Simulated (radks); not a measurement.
Spherical quantum dot in the effective-mass picture: electrons in a hard-walled sphere of radius 2.16, with a point charge +1 (a donor) at the centre, all in effective atomic units (hartree* = m*/eps^2 hartree, bohr* = eps/m* bohr), one dielectric constant everywhere. Calculated with a radial shooting solver with Libxc functionals: non-relativistic Kohn-Sham, PBEsol, spin-polarised, spherical densities. Levels are named by radial order and angular momentum (1s, 1p, 1d, 2s, ...), and open shells are averaged over m. Results are scaled to m* = 0.058 and eps = 6.6, for which hartree* = 36.23 meV and bohr* = 6.022 nm.

N = 12, configuration 1s2 1p6 1d(up 4, down 0). This is the lowest configuration that the search found. Occupied and some empty levels:

level,occupation,eigenvalue (meV),<r> (nm)
1s up,1,274.89,7.039
1s down,1,278.75,6.914
1p up,3,308.75,8.225
1p down,3,313.84,8.185
1d up,4,352.73,8.799
1d down,0,358.30,8.782
2s up,0,374.83,5.983
2s down,0,377.14,6.051
1f up,0,408.03,9.197
1f down,0,413.84,9.189
2p up,0,464.46,6.787
2p down,0,467.45,6.787

Energy (meV): total 2189.06, kinetic 1092.9, external -354.49, Hartree 1728.4, exchange-correlation -277.75.

Electron density:

r (nm),n(r) (e/nm^3)
0.988,0.001774
1.96,0.001579
2.93,0.001613
3.91,0.001807
4.88,0.002102
5.85,0.002416
6.83,0.002640
7.80,0.002652
8.77,0.002359
9.75,0.001757
10.7,0.0009957
11.7,0.0003451
12.7,0.00002186
